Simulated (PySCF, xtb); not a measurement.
Si(OH)3(SH) (H4O3SSi), SMILES S[Si](O)(O)O.

GFN2-xTB (xtb) at its own geometry gives an orbital gap of 5.54 eV and a dipole moment of 2.62 D.

Geometry optimised at B3LYP-D3(BJ)/def2-SVP. The values are those of a single conformer.

Q: What does r2SCAN/def2-TZVP (PySCF) give? (Estimate from the structure and the level; the computed values follow.)

A: gap 6.49 eV (levels -6.62 and -0.14 eV), dipole 0.81 D.
